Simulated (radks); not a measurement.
Valence configurations of neutral mercury. Calculated with a radial shooting solver on a logarithmic mesh with Libxc functionals: scalar-relativistic Kohn-Sham, r2SCAN, spin-unpolarised, spherical densities, finite nucleus; meta-GGA in the generalised Kohn-Sham scheme; Fermi nuclear charge, rms radius 5.4648 fm. Energies are relative to [Hg]; eigenvalues in eV.

valence,E (eV),e(4f),e(5d),e(6p),e(6s)
[Hg],0.000,-96.982,-10.238,-,-7.038
[Xe] 4f13 5d10 6s2 6p1,104.44,-114.95,-16.174,-2.280,-9.652
[Xe] 4f14 5d10 6s1 6p1,6.403,-99.296,-12.484,-1.948,-8.480
[Xe] 4f13 5d9 6s2 6p2,119.88,-120.79,-20.513,-3.522,-11.831
[Xe] 4f13.5 5d10 6s1.5 6p1,53.610,-107.01,-14.273,-2.108,-9.060
[Xe] 4f12 5d10 6s2 6p2,225.69,-133.43,-22.106,-3.529,-11.967
[Xe] 4f14 5d10 6p2,13.061,-101.23,-14.326,-2.810,-
[Xe] 4f14 5d8 6s2 6p2,24.955,-108.46,-18.928,-3.513,-11.676
[Xe] 4f14 5d9.5 6s2 6p0.5,5.133,-99.963,-12.594,-1.592,-8.376
[Xe] 4f14 5d10 6s1.5 6p0.5,3.174,-98.210,-11.436,-1.426,-7.819

NIST lists [Hg] as the ground configuration; this level of theory agrees among the configurations tried. The energies are those of spherical spin-averaged densities, not of single terms.
